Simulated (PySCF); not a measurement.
Compound: SiH2Me(OiPr), C4H12OSi.
Bonds: Si1–C4, Si1–O8, O8–C9, C9–C10, C9–C11. Hydrogens: H2, H3 on Si1; H5, H6, H7 on C4; H12 on C9; H13, H14, H15 on C10; H16, H17, H18 on C11.

Method: PBE0-D3(BJ)/def2-SVP geometry optimisation, gas phase (PySCF 2.14.0); density fitting, grid level 1; the optimiser is geomeTRIC in internal coordinates, started from a GFN2-xTB structure with every atom displaced at random (about 0.03 Å).

Step 0: E = -14251.1791 eV
```
atom  x, y, z in Å  |  force x, y, z in eV/Å
Si1     0.4609    1.4932    0.4667   -2.081   4.448   0.769
H2      0.3499    1.4575    1.9144    0.111  -0.168   0.881
H3      1.7238    1.8621    0.0343    2.589   0.366  -0.519
C4     -0.7058    2.8920   -0.1761   -2.476  -2.118   0.857
H5     -1.8362    2.6401    0.0900    2.110   0.308  -0.125
H6     -0.7917    2.9935   -1.2536    0.550  -0.023  -0.606
H7     -0.5196    3.8444    0.2589    0.369   1.281   0.531
O8     -0.0864    0.2359   -0.2725   -1.678  -3.080  -1.205
C9      0.4104   -1.0543   -0.2555    0.352  -1.624  -2.280
C10    -0.5034   -1.9343   -1.1587   -1.162   2.063   0.412
C11     0.5408   -1.6789    1.1070    2.078   2.460  -0.336
H12     1.4278   -0.9996   -0.7604   -0.609  -0.361   0.445
H13    -1.5591   -1.9838   -0.7529    0.968  -0.047  -0.047
H14    -0.1213   -2.9106   -1.2977    0.588  -1.504   0.012
H15    -0.6287   -1.4934   -2.1624    0.229   0.140   0.106
H16     1.2619   -1.0346    1.6895   -0.473  -0.772  -0.087
H17    -0.3905   -1.6411    1.5775   -1.935  -0.132   1.163
H18     0.9109   -2.6711    1.0292    0.471  -1.237   0.029
```

Step 1: E = -14252.0912 eV
```
atom  x, y, z in Å  |  force x, y, z in eV/Å
Si1     0.3822    1.5677    0.4140    0.206   1.100   0.231
H2      0.3151    1.4553    1.9077    0.054  -0.030  -0.014
H3      1.7961    1.8745    0.0127    0.031  -0.066   0.081
C4     -0.7525    2.9567   -0.1400   -0.393  -0.206  -0.016
H5     -1.7907    2.7079    0.1397    0.041  -0.043   0.101
H6     -0.7754    3.0731   -1.2354    0.231   0.039   0.032
H7     -0.5257    3.9278    0.3291    0.163  -0.081  -0.051
O8     -0.1297    0.2003   -0.3234   -0.418  -0.667  -0.361
C9      0.4028   -1.1014   -0.3172    0.151  -0.336  -0.133
C10    -0.4910   -1.9791   -1.1759   -0.183   0.237  -0.069
C11     0.5463   -1.6533    1.0951    0.085   0.314  -0.083
H12     1.4022   -1.0880   -0.8024    0.014   0.098   0.138
H13    -1.5014   -2.0176   -0.7402   -0.003  -0.102   0.045
H14    -0.0903   -2.9993   -1.2676   -0.011   0.015   0.038
H15    -0.5960   -1.5470   -2.1835    0.080  -0.025   0.034
H16     1.2485   -1.0499    1.6937    0.012  -0.033  -0.031
H17    -0.4259   -1.6298    1.6107   -0.029  -0.115  -0.017
H18     0.9291   -2.6810    1.0607   -0.032  -0.098   0.075
```

Q: Estimate the geometry and energy of step 2. (The exact step hangs on the optimiser's Hessian estimate; all steps are aligned on step 1, rigid shifts and turns removed.)

A: E = -14252.1260 eV, largest force 0.382 eV/Å
```
atom  x, y, z in Å  |  force x, y, z in eV/Å
Si1     0.3702    1.5810    0.4115    0.262   0.224   0.166
H2      0.3161    1.4567    1.9053    0.018  -0.001  -0.013
H3      1.7966    1.8628    0.0260   -0.047  -0.016   0.031
C4     -0.7635    2.9477   -0.1402   -0.176   0.026  -0.082
H5     -1.7989    2.7063    0.1468   -0.005  -0.001   0.020
H6     -0.7453    3.0655   -1.2349    0.053   0.021   0.030
H7     -0.5006    3.9101    0.3262    0.049  -0.028  -0.018
O8     -0.1496    0.1955   -0.3270   -0.239  -0.173  -0.133
C9      0.3976   -1.1025   -0.3239    0.063  -0.066   0.034
C10    -0.4996   -1.9767   -1.1786    0.009   0.030  -0.031
C11     0.5513   -1.6434    1.0894   -0.047   0.025  -0.001
H12     1.4012   -1.0669   -0.7933    0.025   0.008  -0.011
H13    -1.5061   -2.0350   -0.7360    0.010  -0.017   0.026
H14    -0.0895   -2.9939   -1.2682   -0.021   0.007  -0.006
H15    -0.6005   -1.5447   -2.1849    0.017  -0.014   0.001
H16     1.2446   -1.0307    1.6856    0.018   0.013  -0.006
H17    -0.4245   -1.6438    1.6031    0.034  -0.040  -0.022
H18     0.9443   -2.6711    1.0709   -0.023   0.001   0.017
```

The energy changes by -0.0349 eV. The first-order estimate −F·Δx gives -0.0575 eV and the mean of the old and new forces, exact on a quadratic surface, -0.0348 eV. The step makes an angle of 63° with the force vector and moves no atom by more than 0.031 Å.

What follows is the cost of the whole optimisation. On one thread, Arm Neoverse V1 (aarch64), no GPU, on a shared host, this took 2.1 min wall and 0.58 GiB of memory at its peak.
